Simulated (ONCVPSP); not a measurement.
**sulfur (S): variants of one ONCV potential**

Base potential:

| Property | Result |
| --- | --- |
| Element | sulfur (S) |
| Generator | ONCVPSP 4.0.1 |
| Type | optimised norm-conserving Vanderbilt (ONCV) |
| Functional | PBE |
| Relativity | fully relativistic |
| Frozen core | [Ne] |
| Valence charge | 6 |
| Reference configuration | 3s2 3p3 (charge +1) |
| Partial waves | 3s: rc 1.50 bohr, ncon 3, nbas 6, qcut 4.9 1/bohr, 2 projectors, debl 3.9 Ha; 3p: rc 1.25 bohr, ncon 4, nbas 8, qcut 5.7 1/bohr, 2 projectors, debl 0.6 Ha |
| Local potential | polynomial inside 1.00 bohr (lpopt 5, dvloc0 2 Ha) |
| Core correction | Teter function, fcfact 3.25, rcfact 1.05 |

Open shells are filled in proportion to 2j + 1.

In the p channel the program set the typed energies aside and used -0.616, 0.250 Ha (j = l + 1/2; the other j can differ).

Cutoffs, loose and tight: the cutoffs (Ha) at which the residual kinetic energy of the hardest occupied pseudo-wave falls to 1 and 0.1 mHa per electron. They do not see the model core or the augmentation charge, which bear on the density cutoff. Test errors are all-electron minus pseudo excitation energies from the reference, over the configurations 3s2 3p4; 3s2 3p2; 3s2 3p1; 3s1 3p4. A dash means not determined; rows that change the core or the reference have their own tests.

| change | outcome | cutoff, loose | cutoff, tight | bound ghosts | GHOST(+) flags above zero | largest test error (meV) |
| --- | --- | --- | --- | --- | --- | --- |
| base | generated, projector energies reset by the program | 12 Ha | 100 Ha | none | s, p3/2, p1/2 | +30 |
| s: qcut 3.6 | generated, projector energies reset by the program | 36 Ha | 100 Ha | none | s, p3/2, p1/2 | +45 |
| s: qcut 4.6 | generated, projector energies reset by the program | 12 Ha | 100 Ha | none | s, p3/2, p1/2 | +33 |
| s: qcut 5.2 | generated, projector energies reset by the program | 12 Ha | 100 Ha | none | s, p3/2, p1/2 | +28 |
| s: qcut 6.4 | generated, projector energies reset by the program | 14 Ha | 100 Ha | none | s, p3/2, p1/2 | +23 |
| s: qcut 7.4 | generated, projector energies reset by the program | 15 Ha | 100 Ha | none | s, p3/2, p1/2 | +21 |

**Question.** What comes out with this change to the base: s: qcut 3.2?

**Answer.** outcome: generated, projector energies reset by the program; cutoff, loose: 38 Ha; cutoff, tight: 100 Ha; bound ghosts: none; GHOST(+) flags above zero: s, p3/2, p1/2; largest test error (meV): +51.

**Question.** What comes out with this change to the base: s: qcut 5.7?

**Answer.** outcome: generated, projector energies reset by the program; cutoff, loose: 13 Ha; cutoff, tight: 100 Ha; bound ghosts: none; GHOST(+) flags above zero: s, p3/2, p1/2; largest test error (meV): +25.

Reading the sweep of the qcut of the s channel (base included, trends over the rows without a ghost): The loose cutoff is not monotonic: lowest 12 Ha at 4.9 1/bohr, highest 38 Ha at 3.2 1/bohr. The median size of the test errors (rows with all tests solved) is not monotonic: lowest 2.0 meV at 5.7 1/bohr, highest 7.6 meV at 3.2 1/bohr.
